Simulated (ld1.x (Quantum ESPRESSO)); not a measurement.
## gadolinium, TM: configuration errors across variants

Gd (Z = 64), norm-conserving Troullier–Martins (Kleinman–Bylander form), made with ld1.x (Quantum ESPRESSO) 7.5 (BLYP, fully relativistic). Core [Kr] 4d10, reference 4f7 5s2 5p6 5d1 6s1.75 6p0.25. Waves: 5s (bound): rc 2.30 bohr; 5d (bound): rc 2.50 bohr; 4f (bound): rc 1.50 bohr; 5p (bound): rc 1.40 bohr. Local part: the p channel. Core correction: none.

Open shells are filled in proportion to 2j + 1 (rel_dist='average').

Occupied shells without a wave of their own: 6p, 6s. They enter only through the test configuration that unscreens the potential.

All-electron excitation energies from the reference (eV): (1) 4f7 5s2 5p6 5d1 6s2 6p0 -0.701; (2) 4f7 5s2 5p6 5d1 6s1 6p0 5.871; (3) 4f7 5s2 5p6 5d1 6s0 6p0 18.072; (4) 4f7 5s2 5p6 5d0 6s0 6p0 37.888; (5) 4f7 5s2 5p6 5d0 6s2 6p0 5.201; (6) 4f6 5s2 5p6 5d2 6s2 6p0 8.048; (7) 4f6 5s2 5p6 5d0 6s0 6p0 81.082.

For the base: The 6p, 6s levels have no wave, so the channel is fitted at the deeper level alone: the likely source of the large errors.

On the changes marked as counting shells twice: ld1.x takes every shell without a wave as core, so the model core holds the marked electrons as well and exchange and correlation see them twice. This cancels in the reference configuration, but the file is broken for other ones, and its errors say nothing about a proper core correction.

1 further variants failed, have other tests or too few solved ones, and are left out.

The file “base” misses its own reference levels by 2.5 eV. The file “wave 5d (bound): rc 2.50 bohr becomes 5d (bound): rc 2.98 bohr” misses its own reference levels by 2.5 eV. The file “core correction a·sin(br)/r model core inside 0.80 bohr (6p, 6s counted twice)” misses its own reference levels by 2.6 eV. The file “wave 5s (bound): rc 2.30 bohr becomes 5s (bound): rc 1.84 bohr” misses its own reference levels by 2.5 eV.

Errors AE − PS in meV (a dash: test not solved or not reliable):

```tsv
change	(1)	(2)	(3)	(4)	(5)	(6)	(7)	bound ghosts
base	+587	-300	-1720	-3245	+66	+185	-6158	not determined
wave 5d (bound): rc 2.50 bohr becomes 5d (bound): rc 2.98 bohr	+587	-301	-1722	-3237	+70	+160	-6129	not determined
core correction a·sin(br)/r model core inside 0.80 bohr (6p, 6s counted twice)	+603	-351	-2018	-3758	+49	+136	-6830	not determined
wave 5s (bound): rc 2.30 bohr becomes 5s (bound): rc 1.84 bohr	+517	-13	-830	-1996	-49	-125	-4271	not determined
```

Task: Give the same row for: wave 5p (bound): rc 1.40 bohr becomes 5p (bound): rc 1.64 bohr.

Result: +595, -325, -1793, -3323, +93, +194, -6207; bound ghosts: not determined.
